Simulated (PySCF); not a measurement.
InHFBr, SMILES [F][InH][Br]. Coordinates come from a PBE0-D3(BJ)/def2-TZVP optimisation. The def2 effective core potentials stand for the cores of In; spin–orbit coupling is left out.

### Question
Give the equilibrium geometry at PBE0-D3(BJ)/def2-TZVP (PySCF confirms it by a frequency run) as Cartesian coordinates in Å, and its point group. (An estimate is asked for; the answer gives what the named calculation found.)

### Answer
point group Cs.
```xyz
4

In    -0.3055     0.7930     0.0000
H     -1.7817     1.6191     0.0000
F      1.3719     1.7697     0.0000
Br     0.1258    -1.6116     0.0000
```
Charge 0, spin multiplicity 1.
